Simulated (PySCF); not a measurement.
Two species compared at the same levels of theory.

First species: methoxybenzoquinone, C₇H₆O₃.
Geometry (GFN2-xTB, Å), atoms numbered from 1 in this order:
```xyz
16
C7H6O3 angstrom
C      2.6724    0.5478    0.3057
O      1.7721   -0.5354    0.1641
C      0.4502   -0.3610    0.0310
C     -0.3104   -1.4760   -0.0973
C     -1.7514   -1.4592   -0.2497
O     -2.4205   -2.4714   -0.3662
C     -2.3793   -0.1168   -0.2562
C     -1.6561    0.9952   -0.1313
C     -0.1915    0.9897    0.0210
O      0.4311    2.0286    0.1285
H      3.6543    0.0840    0.3940
H      2.4597    1.1360    1.2006
H      2.6514    1.2064   -0.5648
H      0.1702   -2.4432   -0.0876
H     -3.4541   -0.0946   -0.3681
H     -2.1057    1.9788   -0.1350
```

Second species: C7H6O3.
SMILES: `c1(occc1)[C@H]1C(=O)CO1`

Levels: PBE0/pcSseg-1 for dipole moment, HOMO energy, LUMO energy and HOMO–LUMO gap; GFN2-xTB for rotational constant A and rotational constant C. Geometries: GFN2-xTB. Each structure is a single optimised conformer of the isolated species, non-relativistic unless stated; the electronic structure was computed with PySCF and density fitting.

Dipoles, sizes and rotational constants follow the conformer. The torsions of the flexible species, by atom-mapped SMILES:
- `[CH3:1][O:2][C:3]1=[CH:4][C:5](=[O:6])[CH:7]=[CH:8][C:9]1=[O:10]`: C1–O2–C3–C4 180°
- `[O:1]=[C:2]1[CH2:3][O:4][C@H:5]1[c:6]1[cH:7][cH:8][cH:9][o:10]1`: O4–C5–C6–C7 44°

Task: Which has the higher rotational constant A?

Result: The second: 3.052 GHz against 2.663 GHz, a difference of 0.389 GHz.

Task: Which has the higher dipole moment?

Result: The first: 2.51 D against 1.17 D, a difference of 1.34 D.

Task: Which has the higher HOMO energy?

Result: The second: -6.72 eV against -7.42 eV, a difference of 0.70 eV.

Task: Which has the higher LUMO energy?

Result: The second: -1.16 eV against -3.61 eV, a difference of 2.45 eV.

Task: Which has the higher rotational constant C?

Result: The second: 0.855 GHz against 0.754 GHz, a difference of 0.101 GHz.

Task: Which of the two has the higher HOMO–LUMO gap, and by how much?

Result: The second: 5.56 eV against 3.81 eV, a difference of 1.75 eV.

On the first: In atomic units the dipole is 0.99 e·bohr (1 au = 2.5417 D).

On the second: In atomic units the dipole is 0.46 e·bohr (1 au = 2.5417 D). A dipole of 1.17 D is allowed in C1, and pure rotational transitions are dipole-allowed.
